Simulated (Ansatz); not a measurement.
Species: CH4Si, charge 0, singlet. CH4Si (SMILES C=[SiH2]).
B3LYP-D3(BJ)/def2-TZVP minimum from Ansatz (a program for electronic structure):
```xyz
6

C     -1.1498    -0.0548    -0.0450
Si     0.5479     0.0261     0.0215
H     -1.7685     0.8316    -0.0996
H     -1.6839    -0.9961    -0.0356
H      1.3979    -1.1745     0.0958
H      1.2833     1.3023     0.0091
```
Charge 0, spin multiplicity 1.

Total energies in hartree (Ansatz). Open shells are spin-unrestricted; no spin-orbit coupling. Cores are frozen in correlated methods. No relativity. For partners of very few electrons the exact lower level stands in for a higher one. The restricted determinant of CH4Si (C=[SiH2], singlet) is unstable towards broken spin symmetry in at least one set run.

| species | HF/cc-pV(T+d)Z | CCSD(T)/cc-pV(T+d)Z | HF/cc-pV(Q+d)Z | CCSD(T)/cc-pV(Q+d)Z | CCSDT(Q)/cc-pV(T+d)Z |
|---|---|---|---|---|---|
| 1: CH4Si (methylidenesilane, SMILES C=[SiH2]) | -329.08975 | -329.42985 | -329.09617 | -329.45243 | -329.43169 |
| 2: C (triplet) | -37.69157 | -37.78076 | -37.69331 | -37.78654 | -37.78126 |
| 3: Si (triplet) | -288.85649 | -288.93344 | -288.85845 | -288.93781 | -288.93426 |
| 4: H (doublet) | -0.49981 | -0.49981 | -0.49995 | -0.49995 | -0.49981 |

Problem. Work out the atomisation energy (electronic, to ground-state atoms) in kJ/mol: take Hartree-Fock from cc-pV(Q+d)Z, extrapolate the CCSD(T) correlation energy as X^-3 (X = 3, 4), and add CCSDT(Q) - CCSD(T) in cc-pV(T+d)Z. 1 hartree = 2625.5 kJ/mol.

Solution. 
Species 1: correlation (64·(-0.35626) - 27·(-0.34010))/37 = -0.36805; step -0.00184; E1 = -329.09617 + (-0.36805) + (-0.00184) = -329.46606
Species 2: correlation (64·(-0.09323) - 27·(-0.08919))/37 = -0.09618; step -0.00050; E2 = -37.69331 + (-0.09618) + (-0.00050) = -37.78999
Species 3: correlation (64·(-0.07936) - 27·(-0.07695))/37 = -0.08112; step -0.00082; E3 = -288.85845 + (-0.08112) + (-0.00082) = -288.94039
Species 4: correlation (64·(0.00000) - 27·(0.00000))/37 = 0.00000; step +0.00000; E4 = -0.49995 + (0.00000) + (+0.00000) = -0.49995
-1·E1 +1·E2 +1·E3 +4·E4 = 0.73588 hartree = 1932.1 kJ/mol.
